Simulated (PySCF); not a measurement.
A structure optimised at B3LYP-D3(BJ)/def2-SVP, used in a PySCF frequency run:

```xyz
9

B     -0.5684     1.0826     0.0000
H     -1.5929     1.7235     0.0000
O      0.6600     1.6625     0.0000
H      0.6232     2.6265     0.0000
S     -0.7294    -0.7086     0.0000
C      1.0186    -1.2619     0.0000
H      1.5397    -0.8974    -0.8951
H      1.0115    -2.3597     0.0000
H      1.5397    -0.8974     0.8951
```
Charge 0, spin multiplicity 1.

**Question.** Write its SMILES, formula and point group.

**Answer.** CSBO, CH₅BOS, Cs

**Question.** What are its rotational constants (standard atomic weights)?

**Answer.** 10.180, 4.5347, 3.2014 GHz
